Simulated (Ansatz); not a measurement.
Mulliken charges of Br2H2O2Si, SMILES `O[Si](O)(Br)Br` from PBE/def2-TZVPP in Ansatz (PBE0-D4/def2-TZVP geometry).

```
atom   x (Å)   y (Å)   z (Å)  charge (e)
  O1  -0.809   0.257   1.135      -0.307
 Si2  -0.037  -0.071  -0.254       0.572
  O3   1.121  -1.162   0.031      -0.310
 Br4  -1.369  -0.955  -1.755      -0.159
 Br5   0.796   1.814  -1.067      -0.193
  H6  -1.407   1.007   1.155       0.198
  H7   1.767  -0.958   0.710       0.200
```

Q: By hand: the dipole of these point charges (1 e Å = 4.8032 D).

A: Σ q r = (0.019, 0.050, 0.352) e Å, of length 0.356 e Å = 1.71 D.

Q: How does the dipole of the full density compare? (An estimate is asked.)

A: Computed: (0.024, 0.203, 0.329) e Å, 1.86 D; the point charges give 0.92 times that, at 24° from its direction.

Point charges leave out the atoms' own dipoles, such as those of lone pairs, and Mulliken's split depends on the basis, so the two needn't agree.
